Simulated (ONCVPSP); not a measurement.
# Which change was made? (Al, ONCV)

Al, optimised norm-conserving Vanderbilt (ONCV), made with ONCVPSP 4.0.1 (PBE, fully relativistic). Core [Ne], reference 3s2 3p1. Waves: 3s: rc 2.25 bohr, ncon 3, nbas 6, qcut 3.4 1/bohr, 2 projectors, debl 1.8 Ha; 3p: rc 2.00 bohr, ncon 4, nbas 7, qcut 4.4 1/bohr, 3 projectors, debl 1.2 Ha; d scattering state at 0.16 Ha: rc 1.85 bohr, ncon 4, nbas 7, qcut 5.1 1/bohr, 2 projectors, debl 2.5 Ha. Local part: polynomial inside 1.20 bohr (lpopt 3, dvloc0 -1 Ha). Core correction: none.

Open shells are filled in proportion to 2j + 1.

Cutoffs, loose and tight: the cutoffs (Ha) at which the residual kinetic energy of the hardest occupied pseudo-wave falls to 1 and 0.1 mHa per electron. They do not see the model core or the augmentation charge, which bear on the density cutoff. Test errors are all-electron minus pseudo excitation energies from the reference, over the configurations 3s2 3p0; 3s1 3p0; 3s2 3p0.5; 3s0 3p3; variants that change the core or the reference have their own tests.

The base gives: outcome: generated; cutoff, loose: 4.6 Ha; cutoff, tight: 7.3 Ha; bound ghosts: p3/2, p1/2; GHOST(+) flags above zero: s, p3/2, p1/2; largest test error (meV): +22.

Task: After one change the result is: outcome: generated; cutoff, loose: 14 Ha; cutoff, tight: 24 Ha; bound ghosts: p3/2, p1/2; GHOST(+) flags above zero: s, p3/2, p1/2; largest test error (meV): +19. Which change was it?
A. s: qcut 2
B. s: qcut 5.1
C. s: qcut 2.5

Result: A. The others give: s: qcut 2.5 → outcome: generated; cutoff, loose: 7.5 Ha; cutoff, tight: 19 Ha; bound ghosts: p3/2, p1/2; GHOST(+) flags above zero: s, p3/2, p1/2; largest test error (meV): +23 | s: qcut 5.1 → outcome: generated; cutoff, loose: 6.4 Ha; cutoff, tight: 8.4 Ha; bound ghosts: p3/2, p1/2; GHOST(+) flags above zero: s, p3/2, p1/2; largest test error (meV): +32.
